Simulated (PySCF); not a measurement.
Br2Ge (SMILES [Br][Ge][Br]), singlet, at a GFN2-xTB geometry, with bond 3-1 at 1.6 times its length. Base run: DF-PBE/def2-SV(P) in PySCF.

Here is a job for PySCF.
```python
from pyscf import gto, scf, dft

mol = gto.Mole()
mol.atom = '''
    Ge    0.01682949    0.00687689    1.03311619
    Br    1.00009172   -1.51961211   -0.47860423
    Br   -1.63486358    2.41719334   -1.36540434
'''
mol.basis = 'def2-sv(p)'
mol.verbose = 4
mol.build()

mf = dft.RKS(mol)
mf.xc = 'pbe'
mf = mf.density_fit(auxbasis='def2-universal-jkfit')
mf.kernel()
```

Each row names what was changed in the base input (with any setting that the change needs).

```json
[
 {"change": "base", "ΔE vs base (mEh)": "0.000", "outcome": "converged"},
 {"change": "level_shift = 0.3 (with mf.max_cycle = 100)", "ΔE vs base (mEh)": "-", "outcome": "not converged"},
 {"change": "diis = off; damp = 0.3 (with mf.diis_start_cycle = 200; with mf.max_cycle = 150)", "ΔE vs base (mEh)": "-", "outcome": "not converged"},
 {"change": "diis_space = 12", "ΔE vs base (mEh)": "0.000", "outcome": "converged"},
 {"change": "conv_tol = 1e-12", "ΔE vs base (mEh)": "-", "outcome": "not converged"},
 {"change": "init_guess = sap", "ΔE vs base (mEh)": "-", "outcome": "not converged"},
 {"change": "level_shift = 1.0 (with mf.max_cycle = 100)", "ΔE vs base (mEh)": "-", "outcome": "not converged"},
 {"change": "init_guess = mod_huckel", "ΔE vs base (mEh)": "-", "outcome": "not converged"},
 {"change": "diis = off (with mf.max_cycle = 100)", "ΔE vs base (mEh)": "-", "outcome": "not converged"},
 {"change": "diis_space = 2", "ΔE vs base (mEh)": "-", "outcome": "not converged"},
 {"change": "diis_space = 4", "ΔE vs base (mEh)": "-", "outcome": "not converged"},
 {"change": "DIIS = EDIIS", "ΔE vs base (mEh)": "-", "outcome": "not converged"},
 {"change": "init_guess = atom", "ΔE vs base (mEh)": "0.000", "outcome": "converged"}
]
```
